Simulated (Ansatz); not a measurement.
`B[CH2][GaH2]` + CH₃OH → `CO[CH2][GaH2]` + BH₃ at 500 K and 1 bar (substitution at a C–B bond).

Program: Ansatz. Geometries: PBE0-D4/def2-TZVP. ΔE: electronic, gas phase. CCSD(T)/CBS adds triple-zeta CCSD(T) − MP2 to the extrapolated MP2 energy (def2 sets, frozen cores). This one scheme is used for every species. For Ga outer-core shells are correlated without core-valence functions, which leaves a few kJ/mol of doubt a bond. Scalar relativity is left out up to krypton. Each species was taken in one conformer, which may not be the lowest.

| species | CCSD(T)/CBS energy (Eh) | H − E (kJ/mol) | S (J/(mol·K)) |
| --- | --- | --- | --- |
| `B[CH2][GaH2]` | -1990.36717 | 197.2 | 378.9 |
| CH₃OH | -115.61712 | 157.0 | 265.4 |
| `CO[CH2][GaH2]` | -2079.37706 | 260.3 | 415.5 |
| BH₃ | -26.55200 | 86.8 | 208.8 |

H − E and S are ideal-gas, rigid-rotor, harmonic terms from PBE0-D4/def2-TZVP, for one conformer and one mirror image of each species. 1 Eh = 2625.50 kJ/mol, R = 8.31446 J/(mol·K).

**Question.** By hand: ΔE, ΔH, ΔS and ΔG.

**Answer.** ΔE = (-2079.37706) + (-26.55200) − (-1990.36717) − (-115.61712) = 0.05523 Eh = 145.0 kJ/mol. Δ(H − E) = 260.3 + 86.8 − 197.2 − 157.0 = -7.1, so ΔH = 137.9 kJ/mol. ΔS = 415.5 + 208.8 − 378.9 − 265.4 = -20.0 J/(mol·K). ΔG = 137.9 − 500 × (-20.0)/1000 = 147.9 kJ/mol.

**Question.** By hand: the equilibrium constant, and the temperature at which ΔG would vanish if ΔH and ΔS stayed fixed.

**Answer.** log₁₀ K = −ΔG/(RT ln 10) = -15.5. ΔH and −TΔS have one sign here, so there is no such temperature.

ΔH outweighs TΔS. A doubt of 5 kJ/mol in ΔE shifts log₁₀ K by 0.5 here. Other conformers and mirror images would add mixing entropy, several J/(mol·K) or more a flexible species. Modes under 60 cm⁻¹, often nearly free rotors, make the harmonic entropy too high. These are equilibria of isolated gas molecules and say nothing of rates. Largest T1 diagnostic: 0.012 (customary marks: 0.02 for closed shells, 0.045 for open ones).
